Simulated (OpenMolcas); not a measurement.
Te3+: effect of the basis set

```
Program             : OpenMolcas
Method              : MS-RASPT2, IPEA 0.25 Eh, imaginary shift 0.1 Eh (closed shells correlated: 4d)
Active space        : 3 electrons in 9 orbitals (RAS2 5s 5p; RAS3 5d, at most 2 electrons)
State averaging     : 2S+1 = 4 odd, 1 root; 2S+1 = 2 odd, 11 roots; 2S+1 = 4 even, 3 roots; 2S+1 = 2 even, 9 roots
Spin-orbit coupling : state interaction with AMFI integrals over the reference wave functions, term energies averaged over their components
```

A. ANO-R2 [7s6p4d2f1g], X2C, finite nucleus; CASPT2 step roughly 16 core-seconds
B. ANO-RCC-VTZP [7s6p4d2f1g], DKH2, point nucleus; CASPT2 step about 9 core-seconds
C. ANO-RCC-VQZP [8s7p5d3f2g], DKH2, point nucleus; CASPT2 step about 24 core-seconds
D. ANO-RCC [10s9p8d5f3g], DKH2, point nucleus; CASPT2 step roughly 50 core-seconds

Energies in eV above 5s2 5p 2P* 1/2, the measured ground level; measured values from Moore, Atomic Energy Levels, vol. III, NSRDS-NBS 35 (1971 reprint of NBS Circular 467, 1958).

| Level | A | B | C | D | Measured |
| --- | --- | --- | --- | --- | --- |
| 5s2 5p 2P* 1/2 | 0.0000 | 0.0000 | 0.0000 | 0.0000 | 0.0000 |
| 5s2 5p 2P* 3/2 | 0.995 | 1.025 | 0.976 | 1.001 | 1.1435 |
| 5s 5p2 4P 1/2 | 8.578 | 8.557 | 8.634 | 8.634 |  |
| 5s 5p2 4P 3/2 | 9.021 | 9.017 | 9.067 | 9.081 |  |
| 5s 5p2 4P 5/2 | 9.522 | 9.532 | 9.557 | 9.582 |  |
| 5s 5p2 2D 3/2 | 11.451 | 11.405 | 11.418 | 11.427 |  |
| 5s 5p2 2D 5/2 | 11.625 | 11.588 | 11.589 | 11.607 |  |
| 5s 5p2 2P 1/2 [62 %] | 13.503 | 13.474 | 13.508 | 13.492 |  |

Among A to D the level of the table that moves most is 5s 5p2 4P 1/2, by 620 cm-1 (lowest in B, highest in D). Moves below CASPT2's spread within the term are not significant.

CASPT2 breaks the degeneracy within a term, and the mean is taken; among the terms shown or strongly mixed into the levels shown the widest spread is 130 cm-1 (5s 5p2 2D, A). Active for correlation alone: 5d; no level in the range computed is led by a configuration that fills it, so any true level of that kind is missing. Some terms mix strongly with configurations of 5d, whose occupation reaches 0.16 (5s 5p2 2D) (figures for A; the like holds for B, C, D). Levels of configurations outside the active space are missing. The table leaves out levels that lie high or whose names do not pair safely across all columns.

A share in square brackets marks a mixed level and gives the weight of the term that names it, the lowest over the columns. * marks odd parity.
